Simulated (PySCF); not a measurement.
## Two-component Hartree-Fock for Ti (titanium, neutral)

Start: [Ar] 3d2 4s1 4p1; 3d5/2 filled at m_j = +3/2, +5/2; 4s1/2 filled at m_j = +1/2; 4p3/2 filled at m_j = +3/2. Calculated with PySCF 2.14 in x2c-SVPall-2c with one added diffuse shell each of s, d type (6s5p4d1f, 48 functions): generalised Hartree-Fock with the X2C-1e Hamiltonian and a Gaussian nucleus; one run each with spin-orbit coupling (SO) switched off, then screened by Boettger's factors. This is a chosen level, not necessarily the ground level.

```tsv
spinor shell	electrons	ε, spin-free (eV)	ε, screened SO (eV)	weight of nominal j (screened SO)	rms radius, screened SO (bohr)
1s1/2	2	-5016.0	-5016.0	1.000	0.0805
2s1/2	2	-588.89	-588.90	1.000	0.350
2p1/2	2	-484.87	-488.70	0.996	0.318
3s1/2	2	-78.897	-78.905	1.000	1.08
3p3/2	4	-48.821	-49.394	0.857	1.18
3p1/2	2	-48.821	-47.701	0.714	1.18
3d5/2	2	-11.610	-11.600	0.898	1.76
4s1/2	1	-7.767	-7.768	0.995	3.76
4p3/2	1	-4.132	-4.114	1.000	3.63
```

(1) Where does 2p3/2 lie, and what is the 2p spin-orbit splitting (screened SO)?

```json
{"quantity": "E (hartree)", "spin-free": "-852.56204", "screened SO": "-852.56480"}
{"quantity": "M_J", "spin-free": "6", "screened SO": "6"}
{"quantity": "⟨J²⟩", "spin-free": "42.016", "screened SO": "42.016"}
{"quantity": "⟨L²⟩", "spin-free": "20.015", "screened SO": "20.016"}
{"quantity": "⟨S²⟩", "spin-free": "6.000", "screened SO": "6.001"}
```

Each row is a mean over spinors that exchange with the open shell spreads, by up to 7.492 eV (3p3/2).

Rows whose weight is well below 1 are mixtures of j = l ± 1/2: exchange outweighs spin-orbit coupling there, and the label is only the starting occupation.

Without spin-orbit coupling the j labels of p, d and f shells carry no meaning; the spin-free column gives the mean over the occupied spinors of each nl shell.

Results:

(1) At -482.99 eV, 5.716 eV above 2p1/2.
